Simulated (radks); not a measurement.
Species: Eu XXX. Configuration: [Ar] 3d10 4s2 4p4.

All-electron calculation, Dirac Kohn-Sham, relativistic LDA (MacDonald-Vosko exchange, VWN5 correlation), spin-unpolarised, spherical densities, finite nucleus; open shells fill j = l - 1/2 first; Fermi nuclear charge, rms radius 5.1115 fm. Program: a radial shooting solver on a logarithmic mesh with Libxc functionals.

Energy parts (eV):
total: -282957.57
kinetic: 307637.55
electron-nucleus: -657240.76
Hartree: 71515.53
exchange-correlation: -4869.89

Orbitals (lengths in bohr, moments of r in powers of bohr; <r^-3> diverges for s and p1/2):
orbital,occ.,eigenvalue (eV),<r^-3>,<1/r>
1s1/2,2,-49044.35,-,69.92
2s1/2,2,-8922.819,-,16.68
2p1/2,2,-8530.520,-,16.66
2p3/2,4,-7888.462,9334,14.80
3s1/2,2,-2722.837,-,6.146
3p1/2,2,-2553.510,-,6.069
3p3/2,4,-2418.802,2024,5.599
3d3/2,4,-2127.291,342.0,5.483
3d5/2,6,-2097.441,305.6,5.366
4s1/2,2,-1212.452,-,2.878
4p1/2,2,-1142.909,-,2.812
4p3/2,2,-1102.743,613.9,2.662
4d3/2,0,-987.7591,99.38,2.544
4d5/2,0,-979.1452,88.60,2.508
5s1/2,0,-682.6624,-,1.658

The highest occupied level is 4p3/2 at -1102.7 eV. The electron density at the nucleus is 5.726e+05 e/bohr^3.
